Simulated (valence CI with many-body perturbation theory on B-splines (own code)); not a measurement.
Questions on S2+

Computed by valence CI with perturbative core correlation (CI+MBPT): four valence electrons over a frozen Dirac-Fock core [Ne], radial functions for each j: 11 s, 11 p, 9 d, 7 f, 5 g, 2 h, 1 i, with the one-electron correlation potential Σ1 (screened to all orders), the two-electron term Σ2, the three-electron term Σ3, Breit, model QED; selected single and double excitations, second order for the rest, scaled by the run's own slope (own B-spline code, finite nucleus).

Against 54 measured levels this calculation errs by 54 cm⁻¹ on average and by 185 at most. These come from a selection out of NIST levels in Podobedova, Kelleher and Wiese, J. Phys. Chem. Ref. Data 38, 171 (2009). Levels without a partner in it may be off by more. Among the levels kept, up to 400 cm⁻¹ of a level comes from second order outside the variational space, and about a tenth of that is noise between levels of different J, which matters for small intervals. 1 measured level below the end of the list, from 164141 cm⁻¹ on, found no clear computed partner, and computed levels of the same name lie up to 1724 cm⁻¹ from them.

Rates and lifetimes use the calculated energies. Strong lines usually hold to 10 to 20 %, long lifetimes can be off by a factor of two.

Problem. What is the ground level?

Solution. 3s2 3p2 3P_0, composition 94 % 3s2 3p2 3P.

Problem. What is the ionisation energy?

Solution. 34.83 eV; NIST lists 34.86 ± 0.04 eV (semi-empirical).

Problem. Among levels below 213315 cm⁻¹, which E1 lines absorb most strongly from the ground level?

Solution. to 3s2 3p 3d 3D°_1 at 67.76 nm, f = 1.36; to 3s2 3p 3d 3P°_1 at 69.88 nm, f = 0.890; to 3s 3p3 3S°_1 at 72.36 nm, f = 0.334.

Problem. How is the term 3P of the ground level split?

Solution. J = 0 at 0.0, J = 1 at 299, J = 2 at 836 cm⁻¹.

Problem. Name the longest-lived excited levels whose lifetime is computed, and their main decay.

Solution. 3s2 3p2 3P_1 at 299 cm⁻¹ lives 2070 s, mostly by M1 to 3s2 3p2 3P_0; 3s2 3p2 3P_2 at 836 cm⁻¹ lives 479 s, mostly by M1 to 3s2 3p2 3P_1; 3s2 3p2 1D_2 at 11383 cm⁻¹ lives 11.1 s, mostly by M1 to 3s2 3p2 3P_2.
